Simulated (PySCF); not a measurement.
Spectrum to structure. Method: PySCF 2.14.0, density-fitted response routines, TDDFT CAM-B3LYP/def2-SVPD, vertical, gas phase, core orbitals frozen in the response. Geometries: PBE0-D3(BJ)/def2-SVP, one conformer each. Relativistic effects are left out although some hold elements past zinc.

```tsv
state	λ (nm)	f
S1	226.0	0.0005
S2	197.8	0.027
S3	184.1	0.0032
S4	174.8	0.0013
S5	174.1	0.015
S6	170.8	0.051
S7	148.4	0.071
S8	144.7	0.0045
S9	143.4	0.0002
S10	142.6	0.048
S11	140.1	0.024
S12	138.7	0.133
S13	137.1	0.014
S14	136.1	0.020
S15	135.3	0.126
```

Triplets computed (Tamm–Dancoff): 5.19, 5.95, 6.54, 6.79 eV.

Question: Which structure fits?
A. `N#CC=[Se]`
B. `N[CH2][GeH3]`
C. `[H][Ge]([H])([H])[NH]C`

Answer: C. Its S1 lies at 5.49 eV; the nearest of the others has S1 at 6.12 eV. S1 is HOMO→LUMO (71%), HOMO→LUMO+1 (25%). Löwdin shares by element: HOMO nitrogen 58%, carbon 12%, germanium 10%, hydrogen 5% or more (atoms not listed hold the other 17%); LUMO germanium 48%, hydrogen 16% or more, carbon 12% (atoms not listed hold the other 25%). At the same level the other candidates give, for their lowest levels:
- `N#CC=[Se]`: 799 nm (f 0.000); 270 nm (f 0.002); 265 nm (f 0.257); 207 nm (f 0.014); 198 nm (f 0.011); T1 1.04 eV; HOMO -8.66, LUMO -3.07 eV
- `N[CH2][GeH3]`: 202 nm (f 0.005); 175 nm (f 0.004); 168 nm (f 0.097); 159 nm (f 0.032); 157 nm (f 0.001); T1 5.84 eV; HOMO -8.38, LUMO 1.03 eV
